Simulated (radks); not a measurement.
Results of a calculation; reference values are marked as such.
Question: The mean radii <r> (bohr) of the occupied orbitals of an atom or ion are listed with their occupations. Code: a radial shooting solver on a logarithmic mesh with Libxc functionals. Model: Dirac Kohn-Sham, B86b exchange with PBE correlation, spin-unpolarised, spherical densities, finite nucleus; Fermi nuclear charge, rms radius of each element as measured or else 0.836 A^(1/3) + 0.57 fm.

orbital  occ.      <r>
1s1/2       2  0.01632
2s1/2       2  0.06807
2p1/2       2  0.05589
2p3/2       4  0.06468
3s1/2       2   0.1770
3p1/2       2   0.1674
3p3/2       4   0.1835
3d3/2       4   0.1595
3d5/2       6   0.1644
4s1/2       2   0.3915
4p1/2       2   0.3931
4p3/2       4   0.4274
4d3/2       4   0.4333
4d5/2       6   0.4444
5s1/2       2   0.8782
4f5/2       6   0.4645
4f7/2       8   0.4710
5p1/2       2   0.9420
5p3/2       4    1.036
5d3/2       4    1.352
5d5/2       6    1.407
6s1/2       2    2.388

Name the element and its charge. Open shells, if any, fill j = l - 1/2 first.

Answer: Z = 81, thallium, charge +1: Tl+ in [Hg]. The 1s radius gives Z: for a bare nucleus <r> = (2 gamma + 1)/(2Z) with gamma = sqrt(1 - (Z/c)^2), 0.01613 bohr for Z = 81, and screening makes it slightly larger (0.01632 here). The occupations add up to 80, and the charge is Z minus that.
